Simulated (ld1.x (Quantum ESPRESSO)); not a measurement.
# u(r) = r·R(r): atom against pseudo-atom (Sr (Z = 38))

Columns: radius, all-electron u(r) and pseudo u(r) of the 5p shell (level -1.28 eV) of strontium in the configuration [Kr] 4d0 5s2 5p0; PBE, scalar-relativistic, TM scheme, ld1.x (Quantum ESPRESSO) 7.5.

```csv
r (bohr),all-electron,pseudo
0.205,-0.0240,-0.0015
0.410,-0.0943,-0.0060
0.615,0.0082,-0.0135
0.820,0.1154,-0.0238
1.025,0.1722,-0.0371
1.230,0.1790,-0.0531
1.435,0.1497,-0.0717
1.640,0.0987,-0.0930
1.845,0.0372,-0.1168
2.050,-0.0273,-0.1431
2.255,-0.0905,-0.1718
2.460,-0.1498,-0.2026
2.665,-0.2038,-0.2351
2.870,-0.2523,-0.2687
3.075,-0.2951,-0.3025
3.280,-0.3325,-0.3350
3.485,-0.3643,-0.3649
3.690,-0.3909,-0.3910
3.895,-0.4124,-0.4124
4.100,-0.4289,-0.4289
4.305,-0.4409,-0.4409
4.510,-0.4486,-0.4486
4.715,-0.4526,-0.4526
4.920,-0.4531,-0.4531
5.125,-0.4507,-0.4507
5.330,-0.4458,-0.4458
```

(1) How many radial nodes do the two functions have?

(2) At about which radius was the pseudo-wave matched?

(3) Where does each function peak?

(4) Is the pseudo-wave norm-conserving?

## Answers

(1) The all-electron 5p function has n − l − 1 = 3 (the table is too coarse to show those close to the nucleus); the pseudo-wave has 0, since the states of the same l below it are removed with the core.

(2) 4.00 bohr. The columns agree to 0.0005 from 3.69 bohr on; several derivatives are matched, so the curves merge somewhat inside the radius.

(3) Outermost all-electron maximum near 4.92 bohr, pseudo maximum near 4.92 bohr (to the table’s step).

(4) Yes: the TM scheme keeps the norm inside the radius equal to the all-electron one, which fixes the energy derivative of the logarithmic derivative at the level.
